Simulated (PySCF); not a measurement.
A small calculation by hand: chemical shift, span and skew from a shielding tensor

bicarbonate (CHO₃), SMILES O=C([O-])O, charge -1. Atoms are numbered in the order given.

```xyz
5

O      0.7645     1.0388     0.0000
C     -0.0666    -0.1593     0.0000
O     -1.3034     0.0876     0.0000
O      0.5776    -1.2248     0.0000
H      0.0896     1.7427     0.0000
```
Charge -1, spin multiplicity 1.

The structure is a stationary point at PBE-D3(BJ)/def2-SVPD. The values are those of a single conformer.

GIAO shieldings from PBE/pcSseg-2 in PySCF, non-relativistic, no solvent. The symmetric part of the tensor of C2 has the principal values -80.0, 24.1, 98.1 ppm. The same nucleus in TMS has σ = 181.4 ppm at this level (PySCF, at its B3LYP-D3(BJ)/def2-TZVP geometry).

Q: Work out the isotropic shielding, the ¹³C shift against TMS, the span and the skew.

A: 
σ(iso) = (σ11 + σ22 + σ33)/3 = 14.1 ppm. δ = σ(ref) − σ(iso) = 181.4 − (14.1) = 167.3 ppm.
Span Ω = σ33 − σ11 = 178.1 ppm. Skew κ = 3(σ(iso) − σ22)/Ω = -0.17. Tumbling in solution averages the tensor to δ; in a static solid the shielding alone would spread this spin-1/2 line over Ω.
